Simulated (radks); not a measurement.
The numbers below are computed, except where a source is named.
All-electron atom: neutral bromine in [Ar] 3d10 4s2 4p5 (the NIST ground configuration). Code: a radial shooting solver on a logarithmic mesh with Libxc functionals. Model: Dirac Kohn-Sham, PBE, spin-unpolarised, spherical densities, point nucleus; open shells are shared between the two j in proportion to 2j + 1; speed of light set to 1370.36 atomic units (10 times the physical value, a model run).

Radial electron density D(r) = 4 pi r^2 rho(r):

| r (bohr) | D(r) (e/bohr) |
|---|---|
| 0.001432 | 0.6917 |
| 0.00188 | 1.155 |
| 0.002468 | 1.909 |
| 0.003239 | 3.115 |
| 0.004218 | 4.932 |
| 0.005537 | 7.747 |
| 0.007267 | 11.82 |
| 0.009539 | 17.38 |
| 0.01252 | 24.34 |
| 0.01643 | 31.98 |
| 0.0214 | 38.60 |
| 0.02809 | 42.51 |
| 0.03687 | 41.94 |
| 0.04839 | 38.00 |
| 0.06352 | 35.32 |
| 0.08338 | 38.95 |
| 0.1086 | 47.21 |
| 0.1425 | 50.99 |
| 0.187 | 42.71 |
| 0.2455 | 30.64 |
| 0.3223 | 29.12 |
| 0.423 | 34.57 |
| 0.5552 | 31.18 |
| 0.723 | 18.78 |
| 0.949 | 8.451 |
| 1.246 | 5.145 |
| 1.635 | 4.483 |
| 2.146 | 3.097 |
| 2.817 | 1.421 |
| 3.668 | 0.4434 |
| 4.814 | 0.08544 |
| 6.319 | 0.009209 |

D(r) has 3 maxima, at r = 0.0312, 0.137, 0.455 bohr, and minima at 0.0635, 0.288 bohr, inside which lie 2.07, 11.05 electrons.
